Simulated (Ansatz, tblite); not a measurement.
Removing and adding an electron: CoF₃. Charge 0, multiplicity 5. Geometry: PBE0-D4/def2-TZVP. Ansatz, gas phase; energy differences of separate SCF runs; the oxidised species was run as a sextet alone; the reduced species was run as a quartet alone.

| atom | x (Å) | y (Å) | z (Å) |
| --- | --- | --- | --- |
| Co1 | 0.0002 | 0.0003 | -0.0002 |
| F2 | -0.8575 | 0.8520 | -1.2221 |
| F3 | -0.7458 | -0.3068 | 1.5175 |
| F4 | 1.6031 | -0.5455 | -0.2952 |

The xTB rows come from tblite. HSE06 is defined as in plane-wave codes, on full-range PBE exchange. Correlated methods freeze 8 core orbitals; core or outer-core shells of Co are correlated, in sets that lack core-valence functions.

Problem. Estimate orbital energies and vertical ionisation energies and electron affinities at: GFN1-xTB; GFN2-xTB; PBE-D4/def2-TZVP; PBE-D4/def2-TZVPD; BLYP-D4/def2-TZVP; r2SCAN-D4/def2-TZVP; r2SCAN-D4/def2-TZVPD; PBE0-D4/def2-TZVP; PBE0-D4/def2-TZVPD; r2SCAN0-D4/def2-TZVP; HSE06-D4/def2-TZVP; BHLYP-D4/def2-TZVP; PBE-QIDH/def2-TZVP.

Solution. 
| level | −HOMO (eV) | vertical IE (eV) | −LUMO (eV) | vertical EA (eV) | HOMO–LUMO gap (eV) | IE − EA (eV) | remarks |
| --- | --- | --- | --- | --- | --- | --- | --- |
| GFN1-xTB | – | 19.22 | – | 10.18 | – | 9.03 | – |
| GFN2-xTB | – | 17.20 | – | 8.61 | – | 8.59 | – |
| PBE-D4/def2-TZVP | 8.13 | 12.18 | 6.90 | – | 1.23 | – | – |
| PBE-D4/def2-TZVPD | 8.16 | – | 6.94 | 2.81 | 1.22 | – | HOMO above zero (-1 quartet) |
| BLYP-D4/def2-TZVP | 8.12 | 12.19 | 6.85 | – | 1.27 | – | – |
| r2SCAN-D4/def2-TZVP | 8.90 | 12.51 | 6.61 | – | 2.30 | – | – |
| r2SCAN-D4/def2-TZVPD | 8.89 | – | 6.59 | 2.85 | 2.30 | – | HOMO above zero (-1 quartet) |
| PBE0-D4/def2-TZVP | 11.29 | 13.19 | 5.45 | – | 5.84 | – | – |
| PBE0-D4/def2-TZVPD | 11.29 | – | 5.43 | 3.31 | 5.86 | – | – |
| r2SCAN0-D4/def2-TZVP | 11.79 | 13.46 | 5.12 | – | 6.67 | – | – |
| HSE06-D4/def2-TZVP | 10.86 | 13.17 | 5.83 | – | 5.03 | – | – |
| BHLYP-D4/def2-TZVP | 13.48 | 14.19 | 3.69 | – | 9.79 | – | – |
| PBE-QIDH/def2-TZVP | – | 14.35 | – | – | – | – | – |

Relaxing the oxidised species (PBE0-D4/def2-TZVP) changes its energy by -0.06 eV at PBE0-D4/def2-TZVP, so the adiabatic ionisation energy to this nearest minimum is 13.13 eV. At PBE-D4/def2-TZVP that geometry lies 0.06 eV above the vertical one, so it gives no adiabatic value.   At PBE0-D4/def2-TZVP the highest occupied level of the quintet has α spin (-11.19 eV), and emptying it gives a quartet, which wasn't run; the ionisation energy to the sextet shown is then probably not the lowest one.  A HOMO above zero means that the electron is unbound at that level or that self-interaction error raises the level; the energy of removing that electron tells which. HOMO and LUMO are the levels of the spin that leaves or enters (xTB has no such levels and no spin-polarisation term). Other spin states of the ions may lie lower, which would lower the ionisation energy or raise the affinity. Raw xTB energy differences between charge states are shifted by several eV; the methods need an empirical correction for them.
